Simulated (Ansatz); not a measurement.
Several settings on one geometry of Li3Al3 (the lowest singlet isomer of a short search) (that of the charge 0 singlet, PBE-D4/def2-SVP). Ansatz on 4 threads of Arm Neoverse V1 on a shared host; times are rough.

```xyz
6

Li   -0.9497    0.3289    1.5747
Li   -2.1684    0.9332   -1.6500
Li    2.1707    0.2956    0.6549
Al    1.0747   -2.1548    0.9173
Al   -0.3871   -0.9522   -0.7427
Al    0.2598    1.5492   -0.7543
```

Totals from different functionals, basis sets or treatments of relativity can't be compared as stabilities.

The 6-31G sets use Cartesian d functions.

Scalar relativity in a set contracted without it gives distorted totals.

The spins typed aren't always the lowest for that charge.

(1) Give the basis size and estimate the energy, ⟨S²⟩ and time of these runs.

```csv
run,method,charge,state,further keys
1,UKS PBE0/pcseg-2,-1,doublet,scf: {omitted_lower_state_checks: [starts]}; forces asked
2,RKS B3LYP5/6-31++G**,0,singlet,nuclear_model: gaussian; scf: {omitted_lower_state_checks: [starts]}
3,RKS B3LYP5/6-31G,0,singlet,fitting: {mean_field: def2-universal-jkfit}; pseudopotentials: {relativity: scalar}; accuracy: high
4,RKS RPBE/def2-SVP,0,singlet,scf: {omitted_lower_state_checks: [starts]}
```

Answers

(1) 
```tsv
run	functions	energy (Eh)	⟨S²⟩	wall time
1	147	-749.5005	0.95	14 s
2	126	-749.6751	–	2.4 s
3	66	-750.8426	–	1.9 s
4	81	-749.5445	–	0.95 s
```

The highest occupied level of an anion often lies above zero with these methods, and sets without diffuse functions describe the outer electron poorly. At UKS PBE0/pcseg-2 the charge -1 doublet is spin-contaminated (final ⟨S²⟩ up to 0.95, 0.75 for a pure state). The restricted singlet is unstable towards broken spin symmetry in Hartree–Fock (as tested in another run); at RKS B3LYP5/6-31++G**, RKS B3LYP5/6-31G, RKS RPBE/def2-SVP this wasn't settled.
